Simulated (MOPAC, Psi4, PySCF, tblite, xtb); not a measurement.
Dimer H4Ge ··· Br2 (SMILES [GeH4] and BrBr) at R = 3.62 Å between the centres of mass, closest contact 3.40 Å (lowest of the rigid-body minima from ten starts at GFN2-xTB). Geometry in Å and degrees:

```
Ge
H 1 1.5359
H 1 1.5359 2 109.47
H 1 1.5359 2 109.47 3 120.00
H 1 1.5359 2 109.47 3 -120.00
Br 5 3.4003 1 84.74 2 179.90
Br 6 2.3158 5 106.87 1 -0.03
```

- GFN2-xTB (tblite)
- SAPT0/jun-cc-pVDZ, frozen core (Psi4)
- B3LYP/def2-TZVP, counterpoise-corrected (Psi4)
- B3LYP-D3(BJ)/def2-TZVP, counterpoise-corrected (Psi4)
- PBE/def2-TZVP, counterpoise-corrected (Psi4)
- PBE-D3(BJ)/def2-TZVP, counterpoise-corrected (Psi4)
- M06-2X/def2-TZVP, counterpoise-corrected (Psi4)
- HF/aug-cc-pVDZ, counterpoise-corrected (Psi4)
- MP2/aug-cc-pVDZ = DF-MP2/aug-cc-pVDZ, frozen core, counterpoise-corrected in Psi4 1.11
- SCS-MP2/aug-cc-pVDZ = Psi4 1.11 with DF-SCS-MP2/aug-cc-pVDZ, frozen core, counterpoise-corrected
- PM7, restricted, heats of formation (MOPAC)
- PM6, restricted, heats of formation (MOPAC)
- GFN1-xTB (xtb)
- RKS-B3LYP/6-31G* = PySCF with restricted B3LYP/6-31G*, spherical d, no counterpoise correction
- RHF/STO-3G = restricted Hartree-Fock/STO-3G, no counterpoise correction run with PySCF
- RMP2/3-21G = PySCF 2.14.0 with restricted MP2 (frozen core)/3-21G, no counterpoise correction
- RKS-M06-2X/6-31G* = restricted M06-2X/6-31G*, spherical d, no counterpoise correction (PySCF)

What interaction energy does each level give?


```
method                  E_int / kcal/mol
----------------------  ----------------
GFN1-xTB                           -6.97
PM7                                -3.92
GFN2-xTB                           -2.87
M06-2X/def2-TZVP                   -1.37
RKS-M06-2X/6-31G*                  -1.35
PM6                                -1.15
B3LYP-D3(BJ)/def2-TZVP             -1.04
PBE-D3(BJ)/def2-TZVP               -0.83
RMP2/3-21G                         -0.16
MP2/aug-cc-pVDZ                    -0.16
SAPT0/jun-cc-pVDZ                   0.55
SCS-MP2/aug-cc-pVDZ                 0.60
PBE/def2-TZVP                       0.89
RHF/STO-3G                          1.70
RKS-B3LYP/6-31G*                    2.05
B3LYP/def2-TZVP                     2.23
HF/aug-cc-pVDZ                      3.09
```
